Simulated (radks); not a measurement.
The iridium ion Ir4+, configuration [Xe] 4f14 5d5. Calculated with a radial shooting solver on a logarithmic mesh with Libxc functionals: Dirac Kohn-Sham, LDA (Slater exchange, Perdew-Wang correlation), spin-unpolarised, spherical densities, finite nucleus; open shells fill j = l - 1/2 first; Fermi nuclear charge, rms radius 5.4032 fm.

Normalised radial functions P(r) = r R(r) (large component), r in bohr:

r	5s1/2	5d3/2
0.001759	0.1129	0.0001
0.002688	0.1471	0.0002
0.004107	0.1819	0.0005
0.006326	0.2061	0.0014
0.009666	0.1962	0.0039
0.01477	0.1208	0.0110
0.02257	-0.0414	0.0295
0.03449	-0.2454	0.0730
0.05312	-0.3114	0.1586
0.08118	-0.0198	0.2661
0.124	0.4208	0.2829
0.1895	0.2245	0.0364
0.2896	-0.5649	-0.3646
0.4461	-0.3151	-0.3465
0.6817	0.9067	0.2901
1.042	1.1208	0.8662
1.592	0.4343	0.8134
2.432	0.0545	0.3722
3.747	0.0014	0.0662

5s1/2: eigenvalue -144.31 eV, 4 radial nodes at r = 0.0206, 0.0826, 0.214, 0.500 bohr, <r> = 0.973 bohr, 90 % of the charge inside 1.39 bohr. 5d3/2: eigenvalue -51.400 eV, 2 radial nodes at r = 0.197, 0.578 bohr, <r> = 1.46 bohr, 90 % of the charge inside 2.19 bohr.
